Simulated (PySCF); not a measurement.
Gas-phase reaction: GeH3Cl + 4 Cl ⇌ GeHCl3 + 2 HCl

Energies from PySCF, thermal terms from the rigid-rotor harmonic-oscillator model, ideal gas at 1 bar. † marks an energy on the PBE0/def2-TZVP geometry and frequencies; other levels use their own. MP2 and CCSD(T) freeze the core. 6-31G* has spherical d functions here. Open shells (unrestricted): Cl (multiplicity 2); the rest are closed-shell singlets. Spin-orbit splitting is ignored; it lowers the true energy and changes the entropy of Cl. B3LYP is the form with VWN-RPA correlation. Ge: all electrons, no relativistic terms. MP2 isn't extrapolated to the basis-set limit. CCSD(T) isn't extrapolated to the basis-set limit.

| level | ΔH°(298 K), kJ |
|---|---|
| B3LYP/6-31G* | -869 |
| B3LYP/def2-TZVP† | … |
| CCSD(T)/def2-SVP† | … |
| HF/6-31G* | … |
| M06-2X/def2-TZVP† | -989 |
| MP2/def2-SVP† | -910 |
| PBE0/def2-SVP† | -949 |
| PBE0/def2-TZVP | … |
| LDA/def2-TZVP† | -1151 |

What belongs in the gaps?


- B3LYP/def2-TZVP†, ΔH°(298 K), kJ: -917
- CCSD(T)/def2-SVP†, ΔH°(298 K), kJ: -864
- HF/6-31G*, ΔH°(298 K), kJ: -591
- PBE0/def2-TZVP, ΔH°(298 K), kJ: -969
